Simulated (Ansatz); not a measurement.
**Relaxing a trial structure of BH8NSbSi+**

The starting geometry of this gas-phase singlet was optimised with GFN2-xTB; its bonds are those of `B[NH2+][SiH2][SbH2]`.

```xyz
12

B    -1.6512    0.4842    1.9619
N    -0.2782    0.7341    1.5517
Sb   -1.2331   -1.6689   -1.2724
Si    0.4368   -0.9068    0.5783
H    -1.8362   -0.0531    2.9767
H    -2.5088    0.7846    1.2343
H    -0.1771    1.5060    0.8989
H     0.3621    0.8830    2.3275
H     0.6627   -1.6724    1.8077
H     1.6984   -0.2154    0.2754
H    -2.3791   -1.7174   -0.0126
H    -1.5972   -0.0126   -1.4545
```

Question: Where would you expect an optimisation with B3LYP-D3(BJ)/def2-SVP to take it?

Answer: A new bond forms, giving a structure with H11 bridging B1 and Sb3, given below by its coordinates. Contacts that close: B1–H11 (3.05 → 1.43 Å).

The energy falls by 0.35 eV over 31 steps:

```
step  E − E(last) (eV)
   1             0.351
   4             0.208
   8             0.185
  11             0.175
  14             0.105
  18             0.029
  21             0.003
  24             0.000
  28             0.000
  31             0.000
```

Final geometry (Å):

```xyz
12

B    -1.8147    0.1239    1.6523
N    -0.3242    0.6149    1.4497
Sb   -1.4779   -1.6508   -0.6617
Si    0.6128   -0.8207    0.6898
H    -1.8788   -0.8018    2.4177
H    -2.6510    0.9896    1.6513
H    -0.2843    1.4583    0.8646
H     0.0508    0.8970    2.3659
H     0.9820   -1.6745    1.8394
H     1.7630   -0.2728   -0.0652
H    -2.2842   -0.3867    0.4063
H    -1.1944   -0.3312   -1.7374
```

Frequencies at the end are all real (lowest 107 cm⁻¹). Atoms past krypton carry core potentials, without spin–orbit terms. Run with Ansatz 0.2.0, 2.3 min on 2 threads of Intel(R) Xeon(R) Platinum 8375C CPU @ 2.90GHz (Ice Lake), with other jobs on the host.
